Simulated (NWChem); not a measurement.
System: Se cation, quartet

NWChem printed, in part:

```
             Northwest Computational Chemistry Package (NWChem) 7.3.0
             --------------------------------------------------------

                             Geometry "geometry" -> ""
                             -------------------------

 Output coordinates in angstroms (scale by  1.889725989 to convert to a.u.)

  No.       Tag          Charge          X              Y              Z
 ---- ---------------- ---------- -------------- -------------- --------------
    1 Se                  34.0000     0.00000000     0.00000000     0.00000000

 Effective nuclear repulsion energy (a.u.)       0.0000000000

                                 NWChem DFT Module
                                 -----------------

 Summary of "ao basis" -> "ao basis" (spherical)
 ------------------------------------------------------------------------------
       Tag                 Description            Shells   Functions and Types
 ---------------- ------------------------------  ------  ---------------------
 Se                         cc-pvtz                 15       43   6s5p3d1f

            General Information
            -------------------
          SCF calculation type: DFT
          Wavefunction type:  spin polarized.
          No. of atoms     :     1
          No. of electrons :    33
           Alpha electrons :    18
            Beta electrons :    15
          Charge           :     1
          Spin multiplicity:     4
          Use of symmetry is: off; symmetry adaption is: off
          Maximum number of iterations: 150
          AO basis - number of functions:    43
                     number of shells:    15
          Convergence on energy requested:  1.00D-06
          Convergence on density requested:  1.00D-05
          Convergence on gradient requested:  5.00D-04

              XC Information
              --------------
                         PBE0 Method XC Functional
                     Hartree-Fock (Exact) Exchange  0.250
          PerdewBurkeErnzerhof Exchange Functional  0.750
            Perdew 1991 LDA Correlation Functional  1.000 local
           PerdewBurkeErnz. Correlation Functional  1.000 non-local

             Grid Information
             ----------------
          Grid used for XC integration:  medium
          Radial quadrature: Mura-Knowles
          Angular quadrature: Lebedev.
          Tag              B.-S. Rad. Rad. Pts. Rad. Cut. Ang. Pts.
          ---              ---------- --------- --------- ---------
          Se                  1.15      112           6.0       590
          Grid pruning is: on
          Number of quadrature shells:   112
          Spatial weights used:  Erf1

      Superposition of Atomic Density Guess
      -------------------------------------

 Sum of atomic energies:       -2399.85132580

 Renormalizing density from      34.00 to     33

      Non-variational initial energy
      ------------------------------

 Total energy =   -2355.955225
 1-e energy   =   -3245.058241
 2-e energy   =     889.103016
 HOMO         =      -0.785198
 LUMO         =      -0.785198

     ---------------------------------------------
      Total Density - Mulliken Population Analysis
     ---------------------------------------------

    Atom       Charge   Shell Charges
 -----------   ------   -------------------------------------------------------
    1 Se  34    33.00   2.00  2.00  2.12  0.94  0.66  0.29  6.00  6.08  1.55  0.97  0.40  9.94  0.04  0.02  0.00

     --------------------------------------------
      Spin Density - Mulliken Population Analysis
     --------------------------------------------

    Atom       Charge   Shell Charges
 -----------   ------   -------------------------------------------------------
    1 Se  34     3.00   0.00 -0.00  0.00  0.00  0.00  0.00  0.00  0.00  1.61  0.99  0.40  0.00  0.00 -0.00  0.00

   convergence    iter        energy       DeltaE   RMS-Dens  Diis-err
 ---------------- ----- ----------------- --------- --------- ---------
 d= 0,ls=0.0,diis     1  -2400.5653803119 -2.40D+03  2.26D-02  2.15D+00
                                                     1.84D-02  2.13D+00
 d= 0,ls=0.0,diis     2  -2400.7314293927 -1.66D-01  8.03D-03  1.12D+00
                                                     7.06D-03  1.07D+00
 d= 0,ls=0.0,diis     3  -2400.8943101487 -1.63D-01  4.36D-04  6.65D-04
                                                     1.97D-04  4.84D-04
 d= 0,ls=0.0,diis     4  -2400.8944355652 -1.25D-04  2.97D-05  3.77D-06
                                                     2.86D-05  3.19D-06
 d= 0,ls=0.0,diis     5  -2400.8944367086 -1.14D-06  4.36D-06  3.77D-08
                                                     8.62D-07  2.21D-08
 d= 0,ls=0.0,diis     6  -2400.8944367179 -9.34D-09  1.01D-07  3.70D-11
                                                     2.28D-07  3.98D-11

         Total DFT energy =    -2400.894436717917
      One electron energy =    -3329.947707802945
           Coulomb energy =     1015.636025311827
    Exchange-Corr. energy =      -86.582754226799
 Nuclear repulsion energy =        0.000000000000

 Numeric. integr. density =       32.999999997503

                    DFT Final Alpha Molecular Orbital Analysis
                    ------------------------------------------

 Vector   16  Occ=1.000000D+00  E=-6.563245D-01
              MO Center= -1.7D-13, -2.9D-14, -1.5D-13, r^2= 1.4D+00
   Bfn.  Coefficient  Atom+Function         Bfn.  Coefficient  Atom+Function
  ----- ------------  ---------------      ----- ------------  ---------------
    13      0.519719  1 Se px                14     -0.313434  1 Se py
    15      0.289544  1 Se pz                16      0.246235  1 Se px
    17     -0.148500  1 Se py                19      0.142040  1 Se px
    18      0.137182  1 Se pz                20     -0.085662  1 Se py
    21      0.079133  1 Se pz

 Vector   17  Occ=1.000000D+00  E=-6.563245D-01
              MO Center=  2.4D-13, -8.7D-14,  1.7D-14, r^2= 1.4D+00
   Bfn.  Coefficient  Atom+Function         Bfn.  Coefficient  Atom+Function
  ----- ------------  ---------------      ----- ------------  ---------------
    14      0.578561  1 Se py                15      0.285203  1 Se pz
    17      0.274113  1 Se py                13      0.190029  1 Se px
    20      0.158122  1 Se py                18      0.135125  1 Se pz
    16      0.090033  1 Se px                21      0.077947  1 Se pz
    19      0.051935  1 Se px

 Vector   18  Occ=1.000000D+00  E=-6.563245D-01
              MO Center=  3.3D-13,  4.4D-13,  1.2D-14, r^2= 1.4D+00
   Bfn.  Coefficient  Atom+Function         Bfn.  Coefficient  Atom+Function
  ----- ------------  ---------------      ----- ------------  ---------------
    15      0.535731  1 Se pz                13     -0.382054  1 Se px
    18      0.253821  1 Se pz                16     -0.181011  1 Se px
    21      0.146417  1 Se pz                14     -0.138604  1 Se py
    19     -0.104416  1 Se px                17     -0.065668  1 Se py
    20     -0.037881  1 Se py

 Vector   19  Occ=0.000000D+00  E=-6.021255D-02
              MO Center=  6.0D-12, -2.5D-12,  5.4D-14, r^2= 3.5D+00
   Bfn.  Coefficient  Atom+Function         Bfn.  Coefficient  Atom+Function
  ----- ------------  ---------------      ----- ------------  ---------------
     6      2.050871  1 Se s                  4     -1.682953  1 Se s
     3     -1.002501  1 Se s                  5     -0.387411  1 Se s
     2     -0.265386  1 Se s                  1     -0.039191  1 Se s

 Vector   20  Occ=0.000000D+00  E=-2.367196D-02
              MO Center=  9.2D-13,  5.4D-13, -5.8D-13, r^2= 2.1D+00
   Bfn.  Coefficient  Atom+Function         Bfn.  Coefficient  Atom+Function
  ----- ------------  ---------------      ----- ------------  ---------------
    34      0.870364  1 Se d  0              35      0.242096  1 Se d  1
    32     -0.231166  1 Se d -2              24     -0.183479  1 Se d  0
    29      0.100841  1 Se d  0              25     -0.051036  1 Se d  1
    22      0.048732  1 Se d -2              36      0.031299  1 Se d  2
    30      0.028049  1 Se d  1              27     -0.026783  1 Se d -2

 Vector   21  Occ=0.000000D+00  E=-2.367196D-02
              MO Center=  1.3D-11,  1.6D-12, -1.8D-12, r^2= 2.1D+00
   Bfn.  Coefficient  Atom+Function         Bfn.  Coefficient  Atom+Function
  ----- ------------  ---------------      ----- ------------  ---------------
    36      0.841363  1 Se d  2              32      0.389913  1 Se d -2
    26     -0.177366  1 Se d  2              31      0.097481  1 Se d  2
    35      0.085954  1 Se d  1              22     -0.082197  1 Se d -2
    34      0.048483  1 Se d  0              27      0.045176  1 Se d -2
    33     -0.036895  1 Se d -1

                     DFT Final Beta Molecular Orbital Analysis
                     -----------------------------------------

 Vector   13  Occ=1.000000D+00  E=-2.550766D+00
              MO Center= -3.5D-15,  4.6D-15,  5.0D-16, r^2= 1.4D-01
   Bfn.  Coefficient  Atom+Function         Bfn.  Coefficient  Atom+Function
  ----- ------------  ---------------      ----- ------------  ---------------
    26      0.701919  1 Se d  2              22      0.415909  1 Se d -2
    25      0.373616  1 Se d  1              23      0.262264  1 Se d -1
    24      0.251825  1 Se d  0              31      0.059026  1 Se d  2
    27      0.034975  1 Se d -2              30      0.031418  1 Se d  1

 Vector   14  Occ=1.000000D+00  E=-2.550766D+00
              MO Center= -2.3D-15, -7.4D-16, -8.4D-16, r^2= 1.4D-01
   Bfn.  Coefficient  Atom+Function         Bfn.  Coefficient  Atom+Function
  ----- ------------  ---------------      ----- ------------  ---------------
    24      0.852775  1 Se d  0              26     -0.406747  1 Se d  2
    25      0.181793  1 Se d  1              23      0.094594  1 Se d -1
    29      0.071711  1 Se d  0              22     -0.052838  1 Se d -2
    31     -0.034204  1 Se d  2

 Vector   15  Occ=1.000000D+00  E=-9.396836D-01
              MO Center=  6.6D-13, -1.7D-13,  1.9D-14, r^2= 1.0D+00
   Bfn.  Coefficient  Atom+Function         Bfn.  Coefficient  Atom+Function
  ----- ------------  ---------------      ----- ------------  ---------------
     4      0.642304  1 Se s                  5      0.368386  1 Se s
     6      0.210792  1 Se s                  3     -0.048952  1 Se s

 Vector   16  Occ=0.000000D+00  E=-4.555289D-01
              MO Center= -6.8D-15,  1.5D-13, -2.1D-13, r^2= 1.6D+00
   Bfn.  Coefficient  Atom+Function         Bfn.  Coefficient  Atom+Function
  ----- ------------  ---------------      ----- ------------  ---------------
    13      0.463850  1 Se px                14     -0.284658  1 Se py
    15      0.244970  1 Se pz                16      0.239012  1 Se px
    19      0.221471  1 Se px                17     -0.146678  1 Se py
    20     -0.135914  1 Se py                18      0.126228  1 Se pz
    21      0.116964  1 Se pz

 Vector   17  Occ=0.000000D+00  E=-4.555289D-01
              MO Center= -9.2D-13,  2.9D-12,  4.9D-13, r^2= 1.6D+00
   Bfn.  Coefficient  Atom+Function         Bfn.  Coefficient  Atom+Function
  ----- ------------  ---------------      ----- ------------  ---------------
    15      0.431098  1 Se pz                14      0.411971  1 Se py
    18      0.222136  1 Se pz                17      0.212280  1 Se py
    21      0.205833  1 Se pz                20      0.196701  1 Se py
    13      0.025147  1 Se px

 Vector   18  Occ=0.000000D+00  E=-4.555289D-01
              MO Center=  2.7D-13, -3.4D-13,  1.7D-13, r^2= 1.6D+00
   Bfn.  Coefficient  Atom+Function         Bfn.  Coefficient  Atom+Function
  ----- ------------  ---------------      ----- ------------  ---------------
    13      0.374711  1 Se px                15     -0.332177  1 Se pz
    14      0.324727  1 Se py                16      0.193081  1 Se px
    19      0.178911  1 Se px                18     -0.171164  1 Se pz
    17      0.167325  1 Se py                21     -0.158602  1 Se pz
    20      0.155045  1 Se py

     ---------------------------------------------
      Total Density - Mulliken Population Analysis
     ---------------------------------------------

    Atom       Charge   Shell Charges
 -----------   ------   -------------------------------------------------------
    1 Se  34    33.00   2.00  2.00  1.92  1.23  0.52  0.33  6.00  5.84  1.91  0.83  0.42  9.63  0.36  0.00  0.00

     --------------------------------------------
      Spin Density - Mulliken Population Analysis
     --------------------------------------------

    Atom       Charge   Shell Charges
 -----------   ------   -------------------------------------------------------
    1 Se  34     3.00  -0.00  0.00 -0.00  0.06 -0.03 -0.03 -0.00 -0.00  1.91  0.68  0.41 -0.02  0.02  0.00  0.00

     -------------------------------------------
      Total Density - Lowdin Population Analysis
     -------------------------------------------

    Atom       Charge   Shell Charges
 -----------   ------   -------------------------------------------------------
    1 Se  34    33.00   2.00  1.94  1.35  1.23  0.86  0.62  5.99  4.94  1.90  1.51  0.66  9.33  0.65  0.03  0.00

     ------------------------------------------
      Spin Density - Lowdin Population Analysis
     ------------------------------------------

    Atom       Charge   Shell Charges
 -----------   ------   -------------------------------------------------------
    1 Se  34     3.00  -0.00 -0.00 -0.00  0.01 -0.00 -0.01  0.00  0.01  1.59  0.77  0.63 -0.02  0.02  0.00  0.00

   alpha - beta orbital overlaps
   -----------------------------

   alpha      1      2      3      4      5      6      7      8      9     10
    beta      1      2      4      3      5      6      8      7      9     11
 overlap   1.000  1.000  0.875  0.704  0.818  1.000  0.829  0.867  0.888  0.934

   alpha     11     12     13     14     15     16     17     18     19     20
    beta     10     12     13     14     15     16     17     18     19     24
 overlap   0.945  0.980  0.925  0.955  1.000  0.997  0.910  0.910  1.000  0.697

   alpha     21     22     23     24     25     26     27     28     29     30
    beta     24     26     25     23     22     20     21     28     29     30
 overlap   0.682  0.925  0.728  0.903  0.867  0.908  0.878  0.913  0.943  0.908

   alpha     31     32     33     34     35     36     37     38     39     40
    beta     32     33     31     34     38     39     36     38     35     41
 overlap   0.981  0.861  0.844  0.957  0.623  0.820  0.869  0.680  0.925  0.774

   alpha     41     42     43
    beta     40     42     43
 overlap   0.697  0.734  1.000

     --------------------------
     Expectation value of S2:
     --------------------------
      <S2> =      3.7505 (Exact =     3.7500)
```

Level: PBE0/cc-pVTZ, spin-unrestricted. No stability test was run on the SCF state.

### Question
Write an input that gives this output.

### Answer
Several could match; the one computed here: the input that was run:
```
start job
memory heap 200 mb stack 900 mb global 1100 mb
charge 1
geometry units angstroms noautoz
  Se     0.000000     0.000000     0.000000
end
basis spherical
  * library cc-pvtz
end
dft
  odft
  mult 4
  xc pbe0
  iterations 150
  mulliken
end
task dft energy
```
